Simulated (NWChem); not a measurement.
# Correlation energy of iminoborane (H2BN)

SMILES: B=N
```xyz
4

B      0.0000     0.0000    -0.7011
N      0.0000     0.0000     0.5488
H      0.0000     0.0000    -1.8910
H      0.0000     0.0000     1.5544
```
Charge 0, spin multiplicity 1.

The numbers come from NWChem runs, not from measurements. Structure: optimised with PBE/def2-SVP, a minimum by its harmonic frequencies.

Basis set: def2-TZVP. Each correlation energy counts from its own Hartree-Fock reference.

The correlated methods keep 2 core orbitals frozen. No row is a measurement; the coupled-cluster row has its own basis-set and correlation limits.

Question: Order these methods by the correlation energy they give, lowest first: MP2, CR-CCSD[T], CCSD, CCSD+T(CCSD), CCSD(T).

Answer: CCSD+T(CCSD) (-327.2 mHa), CCSD(T) (-326.4 mHa), CR-CCSD[T] (-324.4 mHa), CCSD (-312.0 mHa), MP2 (-300.3 mHa)
